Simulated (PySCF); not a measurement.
Two species compared at the same levels of theory.

First species: C7H7F3O.
Atom-mapped SMILES: `[CH2:1]=[CH:2][CH2:3][C:4](=[CH2:5])[C:6](=[O:7])[C:8]([F:9])([F:10])[F:11]` (hydrogens: H12, H13 on C1; H14 on C2; H15, H16 on C3; H17, H18 on C5)

Second species: C7H9NSSi.
SMILES with atom numbers: `[SiH3:1][CH2:2][c:3]1[cH:4][s:5][c:6]2[cH:7][cH:8][nH:9][c:10]12` (hydrogens: H11, H12, H13 on Si1; H14, H15 on C2; H16 on C4; H17 on C7; H18 on C8; H19 on N9)

Levels: PBE0/pcSseg-1 for dipole moment, HOMO energy, LUMO energy and HOMO–LUMO gap; GFN2-xTB for rotational constant A and rotational constant C. Geometries: GFN2-xTB. All species are isolated and taken at one optimised geometry, non-relativistic unless stated. Electronic properties by PySCF.

The conformers computed, where there is a choice (atom-mapped SMILES and torsion angles):
- `[CH2:1]=[CH:2][CH2:3][C:4](=[CH2:5])[C:6](=[O:7])[C:8]([F:9])([F:10])[F:11]`: C1–C2–C3–C4 -121°, C2–C3–C4–C5 21°, C3–C4–C6–O7 10°, C4–C6–C8–F9 54°
- `[SiH3:1][CH2:2][c:3]1[cH:4][s:5][c:6]2[cH:7][cH:8][nH:9][c:10]12`: Si1–C2–C3–C4 -102°

```
             property   column X   column Y
        dipole moment     2.64 D     3.28 D
          HOMO energy   -5.75 eV   -7.88 eV
          LUMO energy   -0.14 eV   -2.50 eV
        HOMO–LUMO gap    5.61 eV    5.38 eV
rotational constant A  1.525 GHz  2.506 GHz
rotational constant C  0.566 GHz  0.521 GHz
```

Problem. Which column belongs to which species?

Solution. Column X is the second species and column Y the first. The first has 18 atoms and 84 electrons, the second 19 and 88.

Problem. How does each property change from the first species to the second?

Solution. dipole moment -0.64 D; HOMO energy +2.13 eV; LUMO energy +2.36 eV; HOMO–LUMO gap +0.23 eV; rotational constant A -0.981 GHz; rotational constant C +0.045 GHz.

On the first: In atomic units the dipole is 1.29 e·bohr (1 au = 2.5417 D).

On the second: The dipole equals about 8.8 × 10⁻³⁰ C·m (1 D = 3.33564 × 10⁻³⁰ C·m).
